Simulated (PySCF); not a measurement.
# C₆ coefficients of unlike pairs at TPSSh

Calculated with PySCF 2.14 from the dipole response of each species, C₆(A,B) = (3/π) ∫ α_A(iu) α_B(iu) du, in atomic units, from isotropic polarisabilities. For ions this is the dispersion term alone; charge-induced terms of lower order in 1/R come first.

```csv
species,configuration,basis,relativity,α (bohr³),C₆ (like pair)
Ne³⁺,[He] 2s2 2p3 (4S),aug-cc-pwCVQZ (9s8p6d4f2g),none,0.7008,0.6227
Pd,[Kr] 4d10 (1S),aug-cc-pVDZ-PP with ECP28MDF (5s5p4d2f),core potential,23.71,135.0
Sn⁺,[Kr] 4d10 5s2 5p1 (2P),"x2c-QZVPPall with one added diffuse shell each of s, p, d, f type (14s10p8d5f1g)",spin-free X2C,27.65,217.9
Ar⁺,[Ne] 3s2 3p5 (2P),"aug-cc-pCVTZ-DK with one added diffuse shell each of s, p, d, f type (9s8p6d4f)",spin-free X2C,6.945,31.57
```

(1) Estimate C₆ for Sn⁺ with Pd.

No spin-orbit coupling is included.

The other pairs:

| pair | C₆ |
| --- | --- |
| Ar⁺, Sn⁺ | 78.47 |
| Ar⁺, Ne³⁺ | 4.123 |
| Ar⁺, Pd | 62.56 |
| Pd, Ne³⁺ | 7.998 |
| Sn⁺, Ne³⁺ | 9.589 |

Results:

(1) The integral gives 169.5. The combination rule 2 C_A C_B / (C_A α_B/α_A + C_B α_A/α_B) gives 170.9 and the geometric mean 171.5.
